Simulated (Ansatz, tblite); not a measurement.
Removing and adding an electron: TCNQ (C12H4N4). The state is a singlet with charge 0. Geometry: PBE-D4/def2-SVP. Ansatz, gas phase; energy differences of separate SCF runs; the oxidised species was run as a doublet alone; the reduced species was run as a doublet alone.

```xyz
20

N     0.760   -3.618    2.968
C     1.011   -2.518    2.634
C     1.306   -1.186    2.219
C     2.289   -0.477    2.972
N     3.098    0.116    3.586
C     0.657   -0.596    1.116
C    -0.337   -1.327    0.364
C    -0.968   -0.754   -0.708
C    -0.657    0.597   -1.116
C    -1.306    1.186   -2.219
C    -1.010    2.518   -2.635
N    -0.758    3.617   -2.968
C    -2.288    0.477   -2.973
N    -3.097   -0.116   -3.587
C     0.336    1.327   -0.363
C     0.967    0.755    0.709
H    -0.579   -2.357    0.668
H    -1.723   -1.318   -1.276
H     0.578    2.357   -0.667
H     1.722    1.319    1.277
```

The xTB rows come from tblite.

```json
{"level": "GFN1-xTB", "−HOMO (eV)": "12.03", "vertical IE (eV)": "14.18", "−LUMO (eV)": "10.88", "vertical EA (eV)": "8.72", "HOMO–LUMO gap (eV)": "1.15", "IE − EA (eV)": "5.46"}
{"level": "GFN2-xTB", "−HOMO (eV)": "11.69", "vertical IE (eV)": "13.93", "−LUMO (eV)": "10.54", "vertical EA (eV)": "8.29", "HOMO–LUMO gap (eV)": "1.16", "IE − EA (eV)": "5.65"}
{"level": "PBE-D4/def2-SVP", "−HOMO (eV)": "6.84", "vertical IE (eV)": "8.93", "−LUMO (eV)": "5.45", "vertical EA (eV)": "3.39", "HOMO–LUMO gap (eV)": "1.39", "IE − EA (eV)": "5.54"}
{"level": "PBE0-D4/def2-SVP", "−HOMO (eV)": "7.69", "vertical IE (eV)": "9.08", "−LUMO (eV)": "5.08", "vertical EA (eV)": "3.67", "HOMO–LUMO gap (eV)": "2.61", "IE − EA (eV)": "5.42"}
```

Relaxing the reduced species (PBE-D4/def2-SVP) changes its energy by -0.08 eV at PBE-D4/def2-SVP, so the adiabatic electron affinity to this nearest minimum is 3.47 eV. At PBE0-D4/def2-SVP it is 3.68 eV.   Raw xTB energy differences between charge states are shifted by several eV; the methods need an empirical correction for them. Sets without diffuse functions give affinities that are too small.
